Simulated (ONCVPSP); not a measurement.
## Which change was made? (Hf, ONCV)

ONCVPSP 4.0.1 input, shortened (lines: element, Z, core and valence counts, functional; n l f; lmax; l rc ep ncon nbas qcut; lloc lpopt rc5 dvloc0; l nproj debl; icmod fcfact rcfact), PW91, fully relativistic:

```
  Hf 72.00   10    4  -109134      upf
    1    0    2.00
    2    0    2.00
    2    1    6.00
    3    0    2.00
    3    1    6.00
    3    2   10.00
    4    0    2.00
    4    1    6.00
    4    2   10.00
    4    3   14.00
    5    0    2.00
    5    1    6.00
    5    2    2.00
    6    0    1.00
    3
    0    1.50    0.00    4    7    6.90
    1    2.15    0.00    3    6    6.60
    2    2.60    0.00    4    9    5.90
    3    2.30    0.21    4    7    5.30
    4    5    1.30    0.00
    0    2    1.70
    1    3    1.00
    2    1    2.90
    3    2    1.10
    3    2.75    1.70
```

Open shells are filled in proportion to 2j + 1.

In the p channel the program set the typed energies aside and used -1.484, 0.250, 1.250 Ha (j = l + 1/2; the other j can differ).

Cutoffs, loose and tight: the cutoffs (Ha) at which the residual kinetic energy of the hardest occupied pseudo-wave falls to 1 and 0.1 mHa per electron. They do not see the model core or the augmentation charge, which bear on the density cutoff. Test errors are all-electron minus pseudo excitation energies from the reference, over the configurations 5s2 5p6 5d2 6s2; 5s2 5p6 5d2 6s0; 5s2 5p6 5d1 6s0; 5s2 5p6 5d2 6s1.5; variants that change the core or the reference have their own tests.

The base gives: outcome: generated, projector energies reset by the program; cutoff, loose: 21 Ha; cutoff, tight: 32 Ha; bound ghosts: f7/2, f5/2; GHOST(+) flags above zero: s, f7/2, f5/2; largest test error (meV): -61.

(1) After one change the result is: outcome: failed: ERROR pspot: first pseudo wave function has node, program will stop. Which change was it?
A. all radii but the core radius scaled by about 1.09 (s 1.64, p 2.36, d 2.84, f 2.52 bohr); local potential polynomial inside 1.42 bohr (lpopt 5, dvloc0 0 Ha)
B. all radii but the core radius scaled by about 0.78 (s 1.18, p 1.68, d 2.04, f 1.80 bohr); local potential polynomial inside 1.02 bohr (lpopt 5, dvloc0 0 Ha)
C. all radii but the core radius scaled by about 1.28 (s 1.92, p 2.74, d 3.32, f 2.94 bohr); local potential polynomial inside 1.66 bohr (lpopt 5, dvloc0 0 Ha)
D. all radii but the core radius scaled by about 0.90 (s 1.36, p 1.94, d 2.34, f 2.08 bohr); local potential polynomial inside 1.18 bohr (lpopt 5, dvloc0 0 Ha)

Answers

(1) B. The others give: all radii but the core radius scaled by about 0.90 (s 1.36, p 1.94, d 2.34, f 2.08 bohr); local potential polynomial inside 1.18 bohr (lpopt 5, dvloc0 0 Ha) → outcome: generated, projector energies reset by the program; cutoff, loose: 24 Ha; cutoff, tight: 61 Ha; bound ghosts: none; GHOST(+) flags above zero: s, p3/2, f7/2; largest test error (meV): -64 | all radii but the core radius scaled by about 1.09 (s 1.64, p 2.36, d 2.84, f 2.52 bohr); local potential polynomial inside 1.42 bohr (lpopt 5, dvloc0 0 Ha) → outcome: generated, projector energies reset by the program; cutoff, loose: 19 Ha; cutoff, tight: 22 Ha; bound ghosts: none; GHOST(+) flags above zero: s, f7/2; largest test error (meV): -60 | all radii but the core radius scaled by about 1.28 (s 1.92, p 2.74, d 3.32, f 2.94 bohr); local potential polynomial inside 1.66 bohr (lpopt 5, dvloc0 0 Ha) → outcome: generated, projector energies reset by the program; cutoff, loose: 16 Ha; cutoff, tight: 19 Ha; bound ghosts: none; GHOST(+) flags above zero: none; largest test error (meV): -50.
